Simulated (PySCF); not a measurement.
Computed structure and properties of [Ta3]−

System: [Ta3]− (triplet); start: released along the symmetry-breaking force (D3h). Method: PySCF 2.14.0, UKS PBE0, Ta def2-SVP with ECP60; non-relativistic Hamiltonian with scalar-relativistic core potentials where named; density fitting; no spin-orbit coupling.

Input of the relaxation:

```python
mol = gto.M(atom='''
Ta     1.41588    -0.00307     0.00000
Ta    -0.70528     1.22772    -0.00000
Ta    -0.71060    -1.22465     0.00000''',
    basis={'Ta': 'def2-SVP'},
    ecp={'Ta': 'def2-SVP'},
    charge=-1, spin=2)
mf = dft.UKS(mol, xc='PBE0')
mf.grids.atom_grid = (50, 194)
mf = mf.density_fit()  # fitting sets: Ta def2-universal-JKFIT
mf.conv_tol = 1e-08; mf.max_cycle = 55
mf.kernel(dm0)  # dm0: converged density of the start geometry
# quasi-Newton relaxation in Cartesian coordinates to a largest gradient under 0.00045 Eh/bohr
```

Run from Python with OMP_NUM_THREADS=2; the lines above give its settings. Where DIIS fails, smearing, a level shift and second-order steps follow.
It took 16 s on 2 threads of Arm Neoverse V1, on a shared host, from the converged density of the start.

Course of the relaxation:

```json
{"step": "0", "energy above end (eV)": "0.0002", "largest force component within the symmetry (eV/Å)": "0.047"}
{"step": "1", "energy above end (eV)": "0.0001", "largest force component within the symmetry (eV/Å)": "0.026"}
{"step": "2", "energy above end (eV)": "0.0000", "largest force component within the symmetry (eV/Å)": "0.002"}
```

Relaxed geometry (D3h):

```xyz
3

Ta    1.4148   -0.0051    0.0000
Ta   -0.7065    1.2297    0.0000
Ta   -0.7083   -1.2246    0.0000
```

| contact | Å |
| --- | --- |
| Ta3–Ta1 | 2.448 |
| Ta3–Ta2 | 2.454 |
| Ta2–Ta1 | 2.455 |

On the finer grid (75, 302):

```
HOMO                                                          : 0.29 eV
LUMO                                                          : 1.70 eV
Dipole about the centre of mass                               : 0.16 D
Spin squared                                                  : 3.159
Set of Mulliken populations of Ta1 outside the core potential : s 3.44, p 6.26, d 3.62, f 0.03
D3(BJ) dispersion energy (not in the energies)                : -0.127 eV
```

```json
{"atom": "Ta1", "Mulliken (e)": "-0.34", "Löwdin (e)": "-0.33", "spin (e)": "0.81"}
{"atom": "Ta2", "Mulliken (e)": "-0.32", "Löwdin (e)": "-0.33", "spin (e)": "0.38"}
{"atom": "Ta3", "Mulliken (e)": "-0.34", "Löwdin (e)": "-0.33", "spin (e)": "0.81"}
```

Another spin state tried lies lower. The state is spin-contaminated. The highest filled level lies above zero, as often for anions with such functionals and bases; it isn't the detachment energy.

No frequency check is given here.

One start shape was tried, so this needn't be the lowest isomer.

Open shells may have lower solutions than the one found.
